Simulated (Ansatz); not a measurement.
This geometry of C₃H₉NSi (14 atoms, charge 0, multiplicity 1) is a first-order saddle point.

These are results of RKS PBE/def2-SVP (Ansatz), not measurements.

```xyz
14
Properties=species:S:1:pos:R:3
C -1.360 -0.542 0.433
C 0.118 -0.358 0.686
N 0.549 -0.920 1.865
C 0.951 0.307 -0.177
Si 0.477 1.102 -1.787
H -1.676 -0.084 -0.522
H -1.623 -1.621 0.398
H -1.960 -0.083 1.247
H 1.526 -0.859 2.142
H -0.092 -1.407 2.485
H 2.016 0.381 0.114
H 1.718 1.678 -2.420
H -0.520 2.232 -1.649
H -0.136 0.146 -2.787
```

Question: Which two structures does it join? (They come from a converged band through this point; their orientation in space is the band's.)

Answer: No bond is made or broken. The height of N3 over the plane of its neighbours goes from -0.22 to 0.21 Å. The two ends are copies of one structure, up to a mirror image or an exchange of like atoms.

Image 0:

```xyz
14
Properties=species:S:1:pos:R:3
C -1.369 -0.514 0.449
C 0.107 -0.329 0.705
N 0.517 -0.807 1.938
C 0.949 0.305 -0.170
Si 0.482 1.091 -1.789
H -1.677 -0.098 -0.528
H -1.641 -1.592 0.457
H -1.969 -0.019 1.242
H 1.523 -0.885 2.097
H -0.030 -1.559 2.360
H 2.013 0.377 0.126
H 1.726 1.655 -2.424
H -0.513 2.223 -1.657
H -0.129 0.124 -2.778
```

Image 6:

```xyz
14
Properties=species:S:1:pos:R:3
C -1.358 -0.570 0.418
C 0.119 -0.386 0.673
N 0.567 -1.032 1.812
C 0.950 0.302 -0.172
Si 0.480 1.103 -1.783
H -1.684 -0.070 -0.512
H -1.611 -1.649 0.339
H -1.959 -0.153 1.255
H 1.505 -0.804 2.143
H -0.108 -1.212 2.557
H 2.013 0.376 0.125
H 1.721 1.684 -2.410
H -0.517 2.232 -1.633
H -0.133 0.150 -2.784
```

Question: How far does it lie above each of them?

Answer: 0.3 kcal/mol above the first and 0.3 kcal/mol above the second. This is the barrier of this one path; another mechanism may lie lower.

Time of the run: 81 s on 2 threads of Arm Neoverse V1, with other jobs on the host, peak memory 0.16 GiB.
